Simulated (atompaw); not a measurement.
**Building the PAW (atompaw) potential for thulium (PBE, non-relativistic).**

```json
{
 "Element": "thulium",
 "Generator": "atompaw 4.2.0.5",
 "Type": "PAW",
 "Functional": "PBE",
 "Relativity": "non-relativistic",
 "Frozen core": "[Kr] 4d10",
 "Valence charge": "23",
 "Reference configuration": "4f13 5s2 5p6 5d0 6s1 6p0 (charge +1)",
 "Partial waves": "5s (bound): rc 1.65 bohr; 6s (bound): rc 2.55 bohr; 5p (bound): rc 2.70 bohr; 6p (bound, empty): rc 3.00 bohr; 5d (bound, empty): rc 3.00 bohr; 5d channel at 0.45 Ry: rc 3.00 bohr; 4f (bound): rc 1.00 bohr; 4f channel at -0.45 Ry: rc 1.00 bohr",
 "Local potential": "bessel scheme, radius 2.80 bohr",
 "Core correction": "smooth core density matched at 1.95 bohr",
 "Augmentation charge": "besselshape compensation charge, radius 2.65 bohr; PAW radius 3.00 bohr; waves and projectors: custom rrkj gramschmidtortho"
}
```

All-electron outer shells of the reference configuration (PBE, non-relativistic, ld1.x):

```csv
shell,level (eV),outermost node (bohr),outermost maximum (bohr)
4p,-311.37,0.27,0.50
4d,-179.28,0.24,0.50
5s,-51.14,0.64,1.18
5p,-32.06,0.66,1.30
4f,-13.82,–,0.49
6s,-8.47,1.62,3.37
5d,-7.19,0.72,1.90
6p,-5.53,1.87,4.17
```

Question: Estimate the cutoffs (Ry, on a coarse ladder) from which the occupation-weighted sum of valence levels, in a spherical-Bessel basis at the reference potential, stays within 10 and 1 mRy of its value at 400 Ry.

Answer: 230 Ry and over 300 Ry.

Question: What does a ghost test show?

Answer: No extra level below or beside the all-electron valence levels (s, p, d, f tested).

Question: Is the overlap operator S = 1 + Σ q|β⟩⟨β| positive definite (Bessel basis up to 400 Ry)?

Answer: Yes: its lowest eigenvalue is 0.08 (s channel).

Question: Which valence shell sets the plane-wave cutoff?

Answer: 4f: its level needs 200 Ry to come within 1 mRy, against 18 Ry for 6s.
